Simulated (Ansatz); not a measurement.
System: SbF2 (charge +1, singlet). 
Coordinates optimised at B3LYP-D3(BJ)/def2-TZVP (Ansatz, a quantum-chemistry and plane-wave program):
```
Sb
F 1 1.8520
F 1 1.8520 2 96.14
```
Charge +1, spin multiplicity 1.

Parts of the frozen-core correlation energy in def2-QZVPP (Ansatz, hartree). Frozen orbitals: 11; correlated occupied orbitals by spin: 9 and 9; virtual: 176 and 176. Spin-orbit coupling is left out. Past Kr the def2 sets carry scalar-relativistic core potentials.

| term | value |
|---|---|
| reference (HF) | -437.98505 |
| MP2 opposite-spin | ? |
| MP2 same-spin | ? |
| CCSD correlation | -0.65559 |
| (T) | ? |
| T1 diagnostic | 0.020 |
| largest doubles amplitude | 0.073 |

Problem. Complete the blanks.

Solution. 
- MP2 opposite-spin, value: -0.49467
- MP2 same-spin, value: -0.16647
- (T), value: -0.02493
